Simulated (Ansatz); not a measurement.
Consider the substitution at a C–C bond: `[SiH3]CCCCl` + H–F → `FCC[SiH3]` + `CCl`.

Program: Ansatz. Geometries: PBE0-D4/def2-TZVP. ΔE: electronic, gas phase. CCSD(T)/CBS is the MP2 limit (def2-TZVPP, def2-QZVPP) plus CCSD(T) − MP2 in def2-TZVPP, frozen cores. This one scheme is used for every species. DFT in def2-TZVPP. Each species was taken in one conformer, which may not be the lowest.

CCSD(T)/CBS gives +54.7 kJ/mol.

Problem. Another level gave +38.1 kJ/mol. Which?
A. revPBE/def2-TZVPP
B. RPA@PBE/def2-TZVPP
C. ωB97X-V/def2-TZVPP
D. LDA (SPW92)/def2-TZVPP

Solution. C. ωB97X-V 38.1, LDA (SPW92) 49.4, RPA@PBE/def2-TZVPP 43.0, revPBE 30.4 kJ/mol.

Problem. What do rigid-rotor, harmonic-oscillator terms from PBE0-D4/def2-TZVP frequencies (298.15 K, 1 bar) make of the CCSD(T)/CBS value? (Best estimate.)

Solution. Ansatz gave: ΔZPE = +3.4 kJ/mol, ΔH = +55.8 kJ/mol, ΔS = 20 J/(mol·K), ΔG = +50.0 kJ/mol.

Largest T1 diagnostic among the species: 0.011.

At CCSD(T), def2-SVP lies −12.3 kJ/mol from the extrapolated value and def2-TZVPP −4.3 kJ/mol. In def2-TZVPP, CCSD(T) changes the Hartree–Fock value by +29.3 kJ/mol (the triples alone add +3.3 kJ/mol) and MP2 by +41.1 kJ/mol. From PBE to PBE0 (25 % exact exchange), in def2-TZVPP and without D4, ΔE moves by +4.4 kJ/mol.

CCSD(T)/CBS has its own doubt, a few kJ/mol and more with outer-core shells, so smaller differences from it don't rank the levels.
